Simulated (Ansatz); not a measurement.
Mulliken charges of `O[SiH](O)[AlH2]` from r2SCAN/def2-TZVPP in Ansatz (PBE0-D4/def2-TZVP geometry).

```tsv
atom	x (Å)	y (Å)	z (Å)	charge (e)
O1	-0.378	1.573	-1.091	-0.391
Si2	0.581	0.605	-0.150	0.420
O3	1.643	-0.308	-1.035	-0.391
Al4	-0.817	-0.856	1.285	0.399
H5	-1.109	1.166	-1.559	0.197
H6	1.455	1.566	0.564	-0.099
H7	1.304	-1.079	-1.490	0.197
H8	-1.781	-1.920	0.585	-0.165
H9	-0.810	-0.794	2.873	-0.166
```

By hand: the dipole of these point charges (1 e Å = 4.8032 D).

Σ q r = (-0.254, -0.271, 0.051) e Å, of length 0.375 e Å = 1.80 D.

How does the dipole of the full density compare? (Estimate.)

The calculation gave: (-0.301, -0.329, -0.176) e Å, 2.30 D; the point charges give 0.78 times that, at 29° from its direction.

Point charges leave out the atoms' own dipoles, such as those of lone pairs, and Mulliken's split depends on the basis, so the two needn't agree.
